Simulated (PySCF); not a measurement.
A structure optimised at PBE-D3(BJ)/def2-SVP, used in a PySCF frequency run:

```
Zr
Cl 1 2.3341
Cl 1 2.3341 2 109.47
Cl 1 2.3341 2 109.47 3 120.00
Cl 1 2.3341 2 109.47 3 -120.00
```
Charge 0, spin multiplicity 1.

Question: Write its SMILES, formula and point group.

Answer: [Cl][Zr]([Cl])([Cl])[Cl], Cl₄Zr, Td

Question: What are its rotational constants (standard atomic weights)?

Answer: 0.98129, 0.98129, 0.98129 GHz
